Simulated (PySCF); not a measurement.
Ligands exchanged one at a time, Ga Br-SiH3. Isolated molecules, 0 K electronic values unless said otherwise. Strings in code marks are SMILES.

The S1 excitation (TDA) from two functionals at the same geometries (B3LYP-D3(BJ)/def2-TZVP), both in PySCF: PBE-D3(BJ)/def2-TZVP and M06-2X/def2-TZVP. Excitations are Tamm–Dancoff values on a coarser integration grid. The basis has no diffuse functions, so Rydberg states are missing or too high.

| species | PBE-D3(BJ)/def2-TZVP (eV) |
|---|---|
| 0 of 3 Br replaced by SiH3 (`[Br][Ga]([Br])[Br]`) | 4.33 |
| 1 of 3 Br replaced by SiH3 (`[SiH3][Ga]([Br])[Br]`) | 4.19 |
| 2 of 3 Br replaced by SiH3 (`[SiH3][Ga]([SiH3])[Br]`) | 3.23 |
| 3 of 3 Br replaced by SiH3 | 3.14 |

Problem. What does M06-2X/def2-TZVP give for each?

Solution. 
- 0 of 3 Br replaced by SiH3 (`[Br][Ga]([Br])[Br]`): 5.49
- 1 of 3 Br replaced by SiH3 (`[SiH3][Ga]([Br])[Br]`): 4.78
- 2 of 3 Br replaced by SiH3 (`[SiH3][Ga]([SiH3])[Br]`): 3.54
- 3 of 3 Br replaced by SiH3: 3.27
Over these rows, drawn at random from the members with no instability flagged (it was tested for open shells, ions and some series alone), PBE minus M06-2X: mean -0.55 eV, from -1.16 eV to -0.13 eV.
